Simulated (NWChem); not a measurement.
# GeNH$_{5}$; SMILES [NH2][GeH3]

Results from NWChem. Pople sets run with spherical d functions. All runs use the structure optimised with PBE-D3(BJ)/def2-SVP.

For level PBE0/6-311G**:

```yaml
highest occupied level (eV): -7.30
dipole (D): 1.33
```

How do the values read with level PBE0/3-21G instead?

The highest occupied level (eV) is -6.66 and the dipole (D) comes out as 1.66.
